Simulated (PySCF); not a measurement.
# Boron: a sound run and one with changed settings

Sound run: B⁺ [He] 2s2, B²⁺ [He] 2s1. Calculation: PySCF 2.14, in x2c-TZVPall (5s3p2d1f, 31 functions); scalar relativity by spin-free X2C-1e. In the sound run the correlated levels freeze 1s2. The sound run starts from symmetry-adapted Hartree-Fock orbitals and uses a fine grid where one is needed.

Changed run: all electrons correlated in a basis built for the valence shell.

```tsv
species	method	sound run (hartree)	changed run (hartree)	converged
B⁺	MP2	-24.27910	-24.29372	yes
B⁺	CCSD(T)	-24.30310	-24.31859	yes
B²⁺	MP2	n/a	-23.39616	yes
B²⁺	CCSD(T)	n/a	-23.39764	yes
```

Ionisation energy of B⁺:

```
 method  sound run (eV)  changed run (eV)
    UHF          23.447            23.447
    MP2          24.412            24.424
SCS-MP2          24.604            24.616
   CCSD          25.065            25.053
CCSD(T)          25.065            25.060
```

A valence basis has no tight correlating functions, so it recovers only part of the core correlation, and not evenly between atom and ion.

For comparison, NIST gives 25.155 eV between the lowest levels.
